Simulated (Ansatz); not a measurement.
C3H4O, SMILES `C[C]C=O` (triplet; the order of the spin states depends on the level; C–C–C–O torsion 180°) (charge 0, multiplicity 3). This triplet lies 0.18 eV below the relaxed singlet at the level B3LYP/cc-pVTZ // B3LYP-D3(BJ)/def2-TZVP (Ansatz, a program for electronic structure); other levels give the other order.

Level of theory: frozen-core CCSD(T)/cc-pVTZ // B3LYP-D3(BJ)/def2-TZVP (Ansatz).

Ansatz 0.2 input:
```yaml
crystal:
  periodic: [false, false, false]
  atoms:
    - { symbol: C, position_ang: [-1.123711, -0.235745, 0.246576] }
    - { symbol: C, position_ang: [0.105531, 0.530606, 0.404969] }
    - { symbol: C, position_ang: [1.432748, 0.391762, -0.043374] }
    - { symbol: O, position_ang: [2.367721, 1.154079, 0.192302] }
    - { symbol: H, position_ang: [-0.959998, -1.124764, -0.377135] }
    - { symbol: H, position_ang: [-1.510934, -0.567626, 1.215575] }
    - { symbol: H, position_ang: [-1.908971, 0.367092, -0.22121] }
    - { symbol: H, position_ang: [1.597616, -0.515403, -0.669588] }
basis:
  gaussian: { orbitals: cc-pVTZ }
correlation:
  method: ccsd_t
magnetization:
  spin_polarized: true
  initial_magnetization: 2
```

Output:

```
Functional definition: HF
1015 factors; integrals over basis functions are off by at most 1.0e-3 eV
mean field evaluation 1: about -5186.5085 eV, gradient 2.7e1 eV
mean field evaluation 2: about -5186.5119 eV, gradient 2.7e1 eV
mean field evaluation 4: about -5190.6061 eV, gradient 4.7e0 eV
mean field evaluation 8: about -5191.1508 eV, gradient 5.6e-1 eV
mean field evaluation 16: about -5191.1718 eV, gradient 2.0e-6 eV
mean field evaluation 32: about -5187.3135 eV, gradient 1.0e1 eV
mean field evaluation 64: about -5188.0367 eV, gradient 1.1e1 eV
mean field evaluation 96: about -5187.9926 eV, gradient 1.1e-1 eV
mean field -5191.17184282 eV, -190.7720465209 hartree, gradient 2.0e-6 eV, S^2 2.180602; 4 other end points of the search recorded, 0 dependent functions left out
determinant -5191.17184282 eV, -190.7720465209 hartree, with singles and doubles -5210.06580523 eV, -191.4663868329 hartree
determinant -5189.59146477 eV, -190.7139686987 hartree, with singles and doubles -5208.29240270 eV, -191.4012154919 hartree
determinant -5187.99318123 eV, -190.6552328621 hartree, with singles and doubles -5206.91267794 eV, -191.3505115422 hartree
4 core orbitals not correlated
reference -5191.17184282 eV, -190.7720465209 hartree; 12, 10 occupied and 160, 162 virtual orbitals, 1015 factors
second order -17.53045973 eV of doubles, -0.00000000 eV of singles
cycle   1  -18.69373037 eV  change    -1.7e0 eV  update   2.6e-2
cycle   2  -18.74317325 eV  change   -4.9e-2 eV  update   6.5e-3
cycle   3  -18.74446949 eV  change   -1.3e-3 eV  update   3.4e-3
cycle   4  -18.74856144 eV  change   -4.1e-3 eV  update   1.7e-3
cycle   5  -18.75133814 eV  change   -2.8e-3 eV  update   9.6e-4
cycle   6  -18.75263899 eV  change   -1.3e-3 eV  update   4.9e-4
cycle   7  -18.75304304 eV  change   -4.0e-4 eV  update   2.2e-4
cycle   8  -18.75303933 eV  change    3.7e-6 eV  update   1.1e-4
cycle   9  -18.75294781 eV  change    9.2e-5 eV  update   4.8e-5
cycle  10  -18.75290405 eV  change    4.4e-5 eV  update   2.2e-5
cycle  11  -18.75290235 eV  change    1.7e-6 eV  update   1.1e-5
perturbative correction -0.77837262 eV, -0.0286046661 hartree
Total energy: -5210.70311779 eV, -191.4898076373 hartree
```
